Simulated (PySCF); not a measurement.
**TDDFT excited states: C4H12Sn**

Compound: SnHMe2Et, C₄H₁₂Sn.
Structure used (PBE0-D3(BJ)/def2-SVP), in Å, numbered top down from 1:
```
atom  x, y, z in Å
Sn1    0.037    0.697    0.386
H2    -0.097    0.977    2.084
C3     2.113    0.379   -0.103
H4     2.710    1.265    0.157
H5     2.226    0.182   -1.180
H6     2.509   -0.483    0.454
C7    -0.712    2.402   -0.699
H8    -1.767    2.588   -0.449
H9    -0.634    2.219   -1.781
H10   -0.128    3.300   -0.452
C11   -1.094   -1.080   -0.123
C12   -0.599   -2.339    0.575
H13   -1.047   -1.191   -1.219
H14   -2.150   -0.880    0.123
H15   -1.194   -3.225    0.297
H16    0.450   -2.564    0.320
H17   -0.651   -2.247    1.672
```

Theory: TDDFT CAM-B3LYP/def2-SVPD, vertical, gas phase, core orbitals frozen in the response, def2 core potentials past Kr (PySCF 2.14.0, density-fitted response routines). Spin–orbit coupling is left out.

```csv
state,E (eV),λ (nm),f,"main configurations (H = HOMO, L = LUMO)"
S1,6.92,179.3,0.045,"H→L (78%), H→L+2 (12%)"
S2,7.20,172.1,0.075,"H→L+1 (56%), H-1→L (34%)"
S3,7.35,168.7,0.032,"H-1→L (44%), H→L+1 (32%)"
S4,7.43,166.9,0.021,H→L+2 (68%)
S5,7.72,160.6,0.066,"H-1→L+1 (44%), H-2→L (28%), H-1→L+2 (12%)"
S6,7.88,157.4,0.034,"H-1→L+1 (24%), H-2→L+1 (22%), H-1→L+2 (19%)"
S7,7.90,156.9,0.166,"H→L+3 (55%), H-1→L+2 (22%)"
S8,7.94,156.1,0.039,"H-2→L (26%), H→L+3 (25%), H-2→L+2 (14%)"
S9,8.02,154.5,0.085,"H-2→L+2 (54%), H-2→L+1 (13%), H-1→L+2 (9%)"
S10,8.10,153.1,0.093,"H-2→L+1 (38%), H-2→L (19%)"
```

Triplets (Tamm–Dancoff): T1 6.52 eV, H→L (32%), H→L+3 (28%), H→L+2 (17%); T2 6.76 eV, H-1→L (34%), H→L+1 (22%), H-1→L+3 (12%); T3 6.92 eV, H→L+2 (19%), H-1→L+1 (19%), H→L (16%); T4 7.11 eV, H→L+3 (30%), H→L (29%), H→L+2 (9%).

The lowest singlet comes at 179 nm (667 kJ/mol) in the vacuum ultraviolet; it is of moderate strength; its leading configuration is HOMO→LUMO (78%). The strongest level in the table is S7 at 7.90 eV (157 nm, f = 0.166). Löwdin shares by element: HOMO carbon 52% or more, tin 20% (atoms not listed hold the other 28%); LUMO tin 43%, carbon 14% or more, hydrogen 5% or more (atoms not listed hold the other 38%). Weighted by f, the mean energy of these states is 7.74 eV. The listed states span 1.18 eV. Of the 10 states listed, 10 reach f = 0.01 and none stays under 0.0005. Only the lowest 10 singlets were computed, as vertical energies without vibronic structure.

The run took 44 s (grids of density and orbitals included) on one thread, Arm Neoverse V2 (aarch64), no GPU, on a shared host, and the process peaked at 1.0 GiB of memory.

One conformer stands for the species.
